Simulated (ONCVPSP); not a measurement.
**Before and after: ONCV potential for rhenium (Re)**

```
Element                 : rhenium (Re)
Generator               : ONCVPSP 4.0.1
Type                    : optimised norm-conserving Vanderbilt (ONCV)
Functional              : PBE
Relativity              : scalar-relativistic
Frozen core             : [Kr] 4d10
Valence charge          : 29
Reference configuration : 4f13 5s2 5p6 5d6 6s2
Partial waves           : 5s+6s: rc 1.95 bohr, ncon 4, nbas 9, qcut 7.2 1/bohr, 2 projectors; 5p: rc 1.60 bohr, ncon 4, nbas 9, qcut 8.2 1/bohr, 2 projectors, debl 3.4 Ha; 5d: rc 2.25 bohr, ncon 3, nbas 7, qcut 8.5 1/bohr, 2 projectors, debl 2.7 Ha; 4f: rc 0.75 bohr, ncon 4, nbas 8, qcut 18.8 1/bohr, local
Local potential         : the f channel
Core correction         : Teter function, fcfact 2.75, rcfact 1.05
```

All-electron outer shells of the reference configuration (PBE, scalar-relativistic, ld1.x):

| shell | level (eV) | outermost node (bohr) | outermost maximum (bohr) |
| --- | --- | --- | --- |
| 4d | -265.66 | 0.21 | 0.44 |
| 5s | -89.23 | 0.52 | 0.92 |
| 4f | -51.82 | – | 0.41 |
| 5p | -49.91 | 0.56 | 1.05 |
| 5d | -6.39 | 0.61 | 1.38 |
| 6s | -6.02 | 1.22 | 2.51 |

Change: s: qcut 8.5.

Cutoffs: the cutoffs (Ha) at which the residual kinetic energy of the hardest occupied pseudo-wave falls to 1 and 0.1 mHa per electron; they do not see the model core or the augmentation charge, which bear on the density cutoff. Errors are all-electron minus pseudo energies relative to the spin-unpolarised reference configuration.

Problem. How do hardness, ghosts and transferability respond?

Solution. The potential gets neither clearly harder nor softer (385 Ha and 503 Ha → 385 Ha and 503 Ha); both files keep a bound ghost (p, s); of the 4 tests that both files solve, the error grows in 3 and shrinks in 0 by more than 15 % and 0.3 meV (median size 289.8 → 338.8 meV).

```tsv
quantity	base	changed
cutoff, loose	385 Ha	385 Ha
cutoff, tight	503 Ha	503 Ha
loose cutoff by channel	s 15 Ha, p 23 Ha, d 16 Ha, f 385 Ha	s 19 Ha, p 23 Ha, d 16 Ha, f 385 Ha
bound ghosts	s, p	s, p
GHOST(+) flags under 300 eV	d at 14.0 eV, s at 109.9 eV	d at 14.0 eV, s at 148.6 eV
error for 4f14 5s2 5p6 5d5 6s2, meV [ΔE -41.21 eV]	-376	-411
error for 4f14 5s2 5p6 5d5 6s1, meV [ΔE -31.96 eV]	-286	-335
error for 4f14 5s2 5p6 5d5 6s0, meV [ΔE -15.64 eV]	-172	-238
error for 4f14 5s2 5p6 5d5 6s1 6p1, meV [ΔE -36.43 eV]	-294	-343
s: phases at 1.97 bohr within 0.05 rad from the reference energy up to (Ha; the scan ends near 5)	3.4	4.2
p: phases at 1.62 bohr within 0.05 rad from the reference energy up to (Ha; the scan ends near 5)	to the end of the scan	to the end of the scan
d: phases at 2.28 bohr within 0.05 rad from the reference energy up to (Ha; the scan ends near 5)	to the end of the scan	to the end of the scan
f: phases at 0.76 bohr within 0.05 rad from the reference energy up to (Ha; the scan ends near 5)	2.6	2.6
rms error of d²Exc/dni dnj with the model core, mHa	4.77	4.57
```

 A true bound ghost makes a file unfit for plane-wave use even where its test errors are small: the radial tests pick states by their node count and pass the ghost by.
